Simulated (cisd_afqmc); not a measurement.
Species: V, charge 0, quartet.

Phaseless AFQMC (cisd_afqmc on Ansatz's integrals) in def2-SVP, frozen core: how the trial state and the time step act. The spread is the standard deviation of the local energy over walkers; bars are one sigma, widened where a walk drifts.

```tsv
trial	step (1/Eh)	walkers x blocks averaged	spread (Eh)	energy (Eh)
CISD	0.005	65200	0.010	-942.8055 ± 0.0002
CISD	0.0025	60000	0.009	-942.8054 ± 0.0001
HF	0.005	141400	0.056	-942.8017 ± 0.0004
```

CCSDTQ in the same basis (Ansatz) gives -942.8057 Eh.
